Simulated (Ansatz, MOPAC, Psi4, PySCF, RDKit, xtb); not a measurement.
Pair of molecules: CH4O (SMILES CO) (first 6 atoms) with C2H6 (SMILES CC); geometry from B3LYP-D3(BJ)/def2-TZVP, rigid monomers moved along the line of their centres of mass till H6···C7 is 3.70 Å.
(charge 0, multiplicity 1):
```xyz
14

C     -0.63363     0.24077     0.05274
O      0.68303    -0.15537     0.40825
H     -1.24814    -0.60854    -0.26510
H     -0.54118     0.93092    -0.78459
H     -1.14282     0.75868     0.87304
H      0.62856    -0.77086     1.14620
C     -0.12738    -0.76930     4.76624
C      0.14354     0.72913     4.86994
H     -0.50309    -1.17587     5.70696
H      0.78270    -1.32197     4.51891
H     -0.87773    -0.98852     4.00224
H     -0.76767     1.27874     5.11333
H      0.53476     1.12545     3.93182
H      0.87583     0.94271     5.65054
```

```csv
level,interaction energy (kcal/mol),cost
MMFF94,-0.40,-
UFF,-0.70,-
GFN-FF,-0.51,-
AM1,0.01,-
PM3,-0.25,-
PM6,-0.19,-
PM7,-0.71,-
GFN1-xTB,-0.47,-
GFN2-xTB,-0.71,-
HF/STO-3G (no counterpoise),-0.06,-
HF/3-21G (no counterpoise),-0.28,-
HF/6-31G*,-0.09,-
HF/aug-cc-pVDZ,-0.10,-
PBE/def2-TZVPPD,-0.37,×1
PBE-D3(BJ)/def2-TZVPPD,-0.85,×1
PBE-D4/def2-TZVPPD,-0.79,×1
BP86/6-31G* (no counterpoise),-0.01,-
r2SCAN/def2-TZVPPD,-0.36,×2
r2SCAN-D3(BJ)/def2-TZVPPD,-0.66,×2
r2SCAN-D4/def2-TZVPPD,-0.62,×2
B3LYP/3-21G (no counterpoise),-0.26,-
B3LYP/6-31G*,-0.02,-
B3LYP/6-31G* (no counterpoise),-0.24,-
B3LYP/6-311+G** (no counterpoise),-0.10,-
B3LYP/def2-TZVPPD,0.01,×1
B3LYP-D3(BJ)/def2-TZVPPD,-0.62,×1
B3LYP-D4/def2-TZVPPD,-0.53,×1
PBE0/def2-TZVPPD,-0.30,×1
PBE0-D3(BJ)/def2-TZVPPD,-0.78,×1
PBE0-D4/def2-TZVPPD,-0.73,×1
M06-2X/6-31G* (no counterpoise),-0.69,-
wB97X-V/def2-TZVPPD,-0.64,×3
wB97M-V/def2-TZVPPD,-0.62,×3
MP2/6-31G*,-0.34,-
MP2/6-31G* (no counterpoise),-0.57,-
MP2/aug-cc-pVDZ,-0.57,-
SCS-MP2/aug-cc-pVDZ,-0.45,-
CCSD/aug-cc-pVDZ,-0.52,-
CCSD(T)/aug-cc-pVDZ,-0.59,×20
SAPT0/jun-cc-pV(D+d)Z,-0.43,-
```

The rows run from -0.85 (PBE-D3(BJ)/def2-TZVPPD) to 0.01 kcal/mol (AM1). In aug-cc-pVDZ the value moves HF -0.10, MP2 -0.57, CCSD -0.52, CCSD(T) -0.59, a shift of -0.50 from HF to CCSD(T). The dispersion term adds -0.48 in PBE-D3(BJ), -0.42 in PBE-D4, -0.30 in r2SCAN-D3(BJ). The 6 functionals in def2-TZVPPD without D3 or D4 span 0.65, from wB97X-V to B3LYP.

Counterpoise-corrected where a basis set is named; no monomer relaxation. Rows marked so take none. RDKit's UFF carries no charges.

Correlated levels freeze the cores. Rows in 3-21G, 6-311+G**, 6-31G*, STO-3G carry no dispersion term and start afresh at each structure (6-31G* with six Cartesian d functions). MP2/6-31G* freezes PySCF's default core. The state reached by AM1, PM3, PM6, PM7 isn't checked; PM7 holds dispersion and hydrogen-bond terms.

The values were computed with Ansatz (Gaussian basis) for Hartree–Fock, density functionals and correlated methods; MOPAC for AM1, PM3, PM6, PM7 (differences of heats of formation); Psi4 for SAPT; PySCF for 3-21G rows, 6-311+G** rows, 6-31G* rows, STO-3G rows, the dispersion terms; RDKit for the force fields; xtb for the GFN methods. Each number belongs to the level named beside it.

Costs are rough ratios of core time to PBE/def2-TZVPPD (about 8 s over the structures, on one shared machine); a dash marks a level with no comparable run of its own.

Ansatz is a quantum-chemistry and plane-wave program.
